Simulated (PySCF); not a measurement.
Energy of Zn+ (zinc, charge +1) between two integer charges

The 4s alpha orbital of [Ar] 3d10 4s1 is emptied in steps (occupation f), with all orbitals relaxed, ending at [Ar] 3d10. All numbers are calculated (PySCF 2.14, the non-relativistic Hamiltonian (point nucleus), in def2-SVP (5s3p2d1f, 31 functions)). The exact energy is a straight line in f; departures are measured from the line between the end points of the same method.

Task: Among UHF, LDA, PBE, PBE0, r2SCAN, LC-wPBE, BHandHLYP, HSE06, B3LYP, which shows the largest delocalisation error (convex curve), and which is closest to linear?

Result: Most convex: PBE (-0.976 eV at f = 0.4); closest to linear: UHF (0.013 eV).

| f | UHF (eV) | LDA (eV) | PBE (eV) | PBE0 (eV) | r2SCAN (eV) | LC-wPBE (eV) | BHandHLYP (eV) | HSE06 (eV) | B3LYP (eV) |
| --- | --- | --- | --- | --- | --- | --- | --- | --- | --- |
| 1 | 0.000 | 0.000 | 0.000 | 0.000 | 0.000 | 0.000 | 0.000 | 0.000 | 0.000 |
| 0.8 | 0.009 | -0.643 | -0.650 | -0.478 | -0.574 | -0.055 | -0.340 | -0.534 | -0.533 |
| 0.6 | 0.013 | -0.957 | -0.976 | -0.717 | -0.847 | -0.081 | -0.513 | -0.798 | -0.800 |
| 0.4 | 0.013 | -0.948 | -0.976 | -0.716 | -0.838 | -0.083 | -0.515 | -0.796 | -0.800 |
| 0.2 | 0.008 | -0.621 | -0.648 | -0.475 | -0.550 | -0.058 | -0.347 | -0.528 | -0.533 |
| 0 | 0.000 | 0.000 | 0.000 | 0.000 | 0.000 | 0.000 | 0.000 | 0.000 | 0.000 |

```json
{"method": "UHF", "E(f=0) − E(f=1) (eV)": "16.432", "−ε at f=1 (eV)": "16.486", "−ε at f=0.4 (eV)": "16.421"}
{"method": "LDA", "E(f=0) − E(f=1) (eV)": "18.189", "−ε at f=1 (eV)": "14.157", "−ε at f=0.4 (eV)": "19.039"}
{"method": "PBE", "E(f=0) − E(f=1) (eV)": "17.933", "−ε at f=1 (eV)": "13.875", "−ε at f=0.4 (eV)": "18.751"}
{"method": "PBE0", "E(f=0) − E(f=1) (eV)": "17.658", "−ε at f=1 (eV)": "14.670", "−ε at f=0.4 (eV)": "18.261"}
{"method": "r2SCAN", "E(f=0) − E(f=1) (eV)": "17.713", "−ε at f=1 (eV)": "14.094", "−ε at f=0.4 (eV)": "18.466"}
{"method": "LC-wPBE", "E(f=0) − E(f=1) (eV)": "17.525", "−ε at f=1 (eV)": "17.170", "−ε at f=0.4 (eV)": "17.577"}
{"method": "BHandHLYP", "E(f=0) − E(f=1) (eV)": "17.571", "−ε at f=1 (eV)": "15.450", "−ε at f=0.4 (eV)": "17.983"}
{"method": "HSE06", "E(f=0) − E(f=1) (eV)": "17.721", "−ε at f=1 (eV)": "14.367", "−ε at f=0.4 (eV)": "18.395"}
{"method": "B3LYP", "E(f=0) − E(f=1) (eV)": "17.996", "−ε at f=1 (eV)": "14.664", "−ε at f=0.4 (eV)": "18.664"}
```

Reference removal energy between the ground levels: 17.964 eV (measured; NIST Atomic Spectra Database, ionization energies). UHF lacks correlation.
